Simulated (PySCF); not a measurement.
## Correlation energy of Hf²⁺ (hafnium, charge +2)

[Xe] 4f14 5d1 6s1, high-spin 3D determinant (an excited configuration). All numbers are calculated (PySCF 2.14, a scalar-relativistic core potential, in def2-TZVPPD with the def2 core potential (60 electrons) (6s5p3d2f1g, 59 functions)). Frozen: nothing; 10 electrons correlated.

```csv
level,correlation energy (mhartree)
CCSD,-189.49
(T),-3.52
CCSD(T),-193.01
```

Diagnostics: T1 = 0.052, D1 = 0.2303, largest double amplitude 0.026.

Spin-orbit coupling, absent here, splits the open shell strongly. T1 exceeds 0.03, a sign that the reference determinant is poor.

Cost of the coupled-cluster step: roughly 9 core-seconds, for 10 correlated electrons.

Iterations:

```
CC2 = 0
CCSD nocc = (np.int64(6), np.int64(4)), nmo = (59, 59)
frozen orbitals [[], []]
max_cycle = 100
direct = 0
conv_tol = 1e-08
conv_tol_normt = 1e-06
diis_space = 8
diis_start_cycle = 0
Init t2, MP2 energy = -0.181158680409515
Init E_corr(UCCSD) = -0.181158680409593
cycle = 1  E_corr(UCCSD) = -0.187090095473208  dE = -0.00593141506  norm(t1,t2) = 0.0277101
cycle = 2  E_corr(UCCSD) = -0.189036892784376  dE = -0.00194679731  norm(t1,t2) = 0.00683005
cycle = 3  E_corr(UCCSD) = -0.189548358850495  dE = -0.000511466066  norm(t1,t2) = 0.00217245
cycle = 4  E_corr(UCCSD) = -0.189542522743313  dE = 5.83610718e-06  norm(t1,t2) = 0.000351422
cycle = 5  E_corr(UCCSD) = -0.189534281598797  dE = 8.24114452e-06  norm(t1,t2) = 0.000288533
cycle = 6  E_corr(UCCSD) = -0.189535579131119  dE = -1.29753232e-06  norm(t1,t2) = 0.000280171
cycle = 7  E_corr(UCCSD) = -0.189535624775106  dE = -4.56439863e-08  norm(t1,t2) = 0.000279373
cycle = 8  E_corr(UCCSD) = -0.189534417414016  dE = 1.20736109e-06  norm(t1,t2) = 0.000279462
cycle = 9  E_corr(UCCSD) = -0.189518669725577  dE = 1.57476884e-05  norm(t1,t2) = 0.000271621
cycle = 10  E_corr(UCCSD) = -0.189516987808209  dE = 1.68191737e-06  norm(t1,t2) = 0.000291452
cycle = 11  E_corr(UCCSD) = -0.189514199407248  dE = 2.78840096e-06  norm(t1,t2) = 0.000238311
cycle = 12  E_corr(UCCSD) = -0.189506652695024  dE = 7.54671222e-06  norm(t1,t2) = 0.000347173
cycle = 13  E_corr(UCCSD) = -0.189494018107793  dE = 1.26345872e-05  norm(t1,t2) = 0.000239831
cycle = 14  E_corr(UCCSD) = -0.189490041930193  dE = 3.9761776e-06  norm(t1,t2) = 7.11313e-05
cycle = 15  E_corr(UCCSD) = -0.189489259436559  dE = 7.82493634e-07  norm(t1,t2) = 1.14919e-05
cycle = 16  E_corr(UCCSD) = -0.189489388905169  dE = -1.29468611e-07  norm(t1,t2) = 1.87493e-06
cycle = 17  E_corr(UCCSD) = -0.189489386947998  dE = 1.95717154e-09  norm(t1,t2) = 1.42604e-07
UCCSD converged
E(UCCSD) = -46.85350539563588  E_corr = -0.1894893869479979
UCCSD(T) correction = -0.00351831094240089
```

The basis has no tight functions for the innermost shells, so their pair energies are far from complete.

This basis was not built for core-valence correlation, so the inner-shell part is incomplete.
